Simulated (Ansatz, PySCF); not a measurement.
Reaction (SMILES): N[Si-](N)N → [NH-][SiH](N)N
Structures are relaxed separately at B3LYP-D3(BJ)/def2-TZVP in Ansatz (a quantum-chemistry and plane-wave program), one conformer each, not searched for the lowest.

Wanted: isomerisation energy (enthalpy at 298 K, with B3LYP-D3(BJ) rigid-rotor harmonic-oscillator terms from PySCF), in kcal/mol. Correlated levels leave the core frozen unless marked. No spin-orbit coupling. No relativistic terms. Anions need diffuse functions: aug- sets have them; def2-D sets add few; the other sets have none. CBS(X,Y): correlation extrapolated as X^-3; Hartree-Fock from the larger set. The bracket is a focal-point correction in the basis named.

```
level                                                                             program  isomerisation energy (kcal/mol)  minus last row
-------------------------------------------------------------------------  --------------  -------------------------------  --------------
HF/cc-pV(D+d)Z                                                                     Ansatz                            -11.3             0.2
HF/aug-cc-pV(Q+d)Z                                                                 Ansatz                            -12.7            -1.2
revPBE/def2-TZVPD                                                                  Ansatz                             -8.5             3.0
r2SCAN-D4/def2-TZVPD                                                       Ansatz + dftd4                            -11.9            -0.4
PBE0/def2-SVP                                                                      Ansatz                             -6.5             5.0
PBE0-D3(BJ)/def2-TZVP                                                      Ansatz + dftd3                            -10.8             0.7
BHLYP/def2-TZVPD                                                                   Ansatz                            -11.8            -0.3
r2SCANh/def2-TZVPD                                                                 Ansatz                            -11.9            -0.4
CAM-B3LYP-D4/def2-TZVPD                                                    Ansatz + dftd4                            -11.4             0.1
RI-MP2/cc-pV(Q+d)Z                                                                 Ansatz                            -14.2            -2.7
SCS-MP2/cc-pwCVTZ                                                                  Ansatz                            -14.5            -3.0
CCSD/cc-pV(Q+d)Z                                                                   Ansatz                            -12.2            -0.7
RI-MP2/CBS(aug-cc-pV(T+d)Z,aug-cc-pV(Q+d)Z)+[CCSD(T)-MP2]/aug-cc-pV(D+d)Z          Ansatz                            -10.9             0.6
RI-MP2/CBS(aug-cc-pV(T+d)Z,aug-cc-pV(Q+d)Z)+[CCSD(T)-MP2]/aug-cc-pV(T+d)Z          Ansatz                            -11.2             0.3
CCSD(T)/CBS(aug-cc-pV(T+d)Z,aug-cc-pV(Q+d)Z)                                       Ansatz                            -11.5             0.0
```
